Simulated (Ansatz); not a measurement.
Reaction (redistribution): `[OH][SnH]([OH])[Cl]` + `N[Si](O)(Cl)Cl` → `[OH][Sn]([OH])([Cl])[Cl]` + `N[SiH](O)Cl`

Calculated with Ansatz (gas phase, PBE0-D4/def2-TZVP geometries, no zero-point term in ΔE). CCSD(T)/CBS adds triple-zeta CCSD(T) − MP2 to the extrapolated MP2 energy (def2 sets, frozen cores). This one scheme is used for every species. DFT in def2-TZVPP. B3LYP here is the variant with VWN-RPA as its local correlation; programs differ in this. def2 core potentials past Kr. For Sn outer-core shells are correlated without core-valence functions, which leaves a few kJ/mol of doubt a bond. One conformer a species, not always the lowest.

(1) Is it downhill or uphill in electronic energy at CCSD(T)/CBS, and by how much? (Best estimate.)

(2) What do these levels give: PBE-D4, PBE0-D4, B3LYP-D4, B2PLYP, r2SCAN, HF/def2-TZVPP, CCSD/def2-TZVPP, CCSD(T)/def2-TZVPP, MP2/def2-QZVPP, SCS-MP2/def2-QZVPP, HF/CBS(def2), CCSD/CBS(def2)? (Best estimate.)

Largest T1 diagnostic among the species: 0.013.

Results:

(1) Ansatz gave: Uphill: ΔE = +4.6 kcal/mol.

(2) Computed: PBE-D4 5.5, PBE0-D4 5.9, B3LYP-D4 4.9, B2PLYP 4.6, r2SCAN 5.7, HF/def2-TZVPP 3.4, CCSD/def2-TZVPP 5.3, CCSD(T)/def2-TZVPP 5.2, MP2/def2-QZVPP 5.1, SCS-MP2/def2-QZVPP 4.4, HF/CBS(def2) 3.0, CCSD/CBS(def2) 4.7 kcal/mol.

In def2-TZVPP, CCSD(T) changes the Hartree–Fock value by +1.8 kcal/mol (the triples alone add −0.0 kcal/mol) and MP2 by +2.1 kcal/mol.
